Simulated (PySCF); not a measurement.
Precursor series Cd NH2-H. Isolated molecules, 0 K electronic values unless said otherwise. One relaxed conformer stands for each flexible species; it need not be the lowest.

The HOMO from two functionals at the same geometries (r2SCAN-D4/def2-SVP), both in PySCF: PBE-D3(BJ)/def2-TZVP and TPSSh-D3(BJ)/def2-TZVP. 

```tsv
species	PBE-D3(BJ)/def2-TZVP (eV)	TPSSh-D3(BJ)/def2-TZVP (eV)
0 of 2 NH2 replaced by H ([Cd(NH2)2])	-5.37	-5.91
1 of 2 NH2 replaced by H ([Cd(NH2)(H)])	-5.31	-5.86
2 of 2 NH2 replaced by H ([Cd(H)2])	-6.69	-7.29
```

Over these rows, drawn at random from the members with no instability flagged (it was tested for open shells, ions and some series alone), PBE minus TPSSh-D3(BJ): mean +0.56 eV, from +0.53 eV to +0.60 eV.
